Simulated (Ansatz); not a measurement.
The cluster TaO3⁻. Charge -1, multiplicity 3. Geometry PBE0-D4/def2-TZVPD; atoms count from 1.

Cartesian coordinates in Å:
```
Ta -0.462 -0.620 0.092
O 1.135 0.074 -0.834
O -0.640 -0.363 1.820
O -0.034 0.908 -1.078
```

In the def2 sets Ta takes a core potential; there is no spin–orbit coupling. The structure holds one bond between oxygen atoms, so isomers without such links may lie far lower. At PBE0-D4/def2-TZVPD a broken-symmetry singlet of charge -1 lies 0.17 eV below the triplet, each at its own geometry. The structure comes from a short search, and lower isomers may exist.

(1) Estimate the Mulliken populations from the PBE0/def2-TZVPD orbitals of Ansatz.

(2) Where does the spin sit?

(3) And the Mayer bond orders between bonded heavy atoms (over 0.3)?

Answers

(1) 
```csv
atom,charge (e),spin (α − β),d electrons
Ta1,0.46,2.35,2.95
O2,-0.40,-0.08,–
O3,-0.67,-0.19,–
O4,-0.40,-0.08,–
```
Mulliken values and Mayer orders depend strongly on the basis. With diffuse functions, as here, like atoms can get unlike values, and bond orders can come out too low or too high.

(2) Summed by element: Ta 2.35, O -0.35, of 2 unpaired in all. Largest on single atoms: Ta1 2.35, O3 -0.19, O2 -0.08.

(3) Ta1–O2 0.72 (1.97 Å); Ta1–O3 1.62 (1.76 Å); Ta1–O4 0.72 (1.97 Å); O2–O4 0.67 (1.46 Å).
